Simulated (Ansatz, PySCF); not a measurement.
Process, species as SMILES: COC=O → [CH2]OC=O + H atom (the C-H bond at the site shown breaks; other sites are not compared here)
Each molecule is optimised on its own at B3LYP-D3(BJ)/def2-TZVP (Ansatz, an electronic-structure program), one conformer each, not searched for the lowest.

Property: bond dissociation energy (electronic energy difference), in kcal/mol. Correlated levels leave the core frozen unless marked. UHF or UKS for open shells. Spin-orbit coupling is left out. No relativistic terms. CBS marks a two-point X^-3 extrapolation of the correlation energy; Hartree-Fock from the larger set. [CCSD(T)-MP2]/basis is that difference in the basis named.

```json
[
 {"level": "HF/6-31G", "program": "Ansatz", "bond dissociation energy (kcal/mol)": "83.6", "minus last row": "-24.9"},
 {"level": "HF/cc-pVTZ", "program": "Ansatz", "bond dissociation energy (kcal/mol)": "84.0", "minus last row": "-24.5"},
 {"level": "BLYP/def2-TZVPD", "program": "Ansatz", "bond dissociation energy (kcal/mol)": "101.8", "minus last row": "-6.7"},
 {"level": "B3LYP-D3(BJ)/def2-TZVPD", "program": "Ansatz + dftd3", "bond dissociation energy (kcal/mol)": "104.7", "minus last row": "-3.8"},
 {"level": "TPSSh-D4/def2-TZVPD", "program": "PySCF + dftd4", "bond dissociation energy (kcal/mol)": "104.9", "minus last row": "-3.6"},
 {"level": "r2SCAN0/def2-TZVPD", "program": "Ansatz", "bond dissociation energy (kcal/mol)": "101.9", "minus last row": "-6.6"},
 {"level": "B2PLYP-D4/def2-TZVPD", "program": "Ansatz + dftd4", "bond dissociation energy (kcal/mol)": "104.9", "minus last row": "-3.6"},
 {"level": "MP2/aug-cc-pVDZ", "program": "Ansatz", "bond dissociation energy (kcal/mol)": "104.0", "minus last row": "-4.5"},
 {"level": "RI-MP2/CBS(cc-pVTZ,cc-pVQZ)+[CCSD(T)-MP2]/cc-pVDZ", "program": "Ansatz", "bond dissociation energy (kcal/mol)": "109.0", "minus last row": "0.5"},
 {"level": "RI-MP2/CBS(cc-pVTZ,cc-pVQZ)+[CCSD(T)-MP2]/cc-pVTZ", "program": "Ansatz", "bond dissociation energy (kcal/mol)": "108.5", "minus last row": "0.0"}
]
```
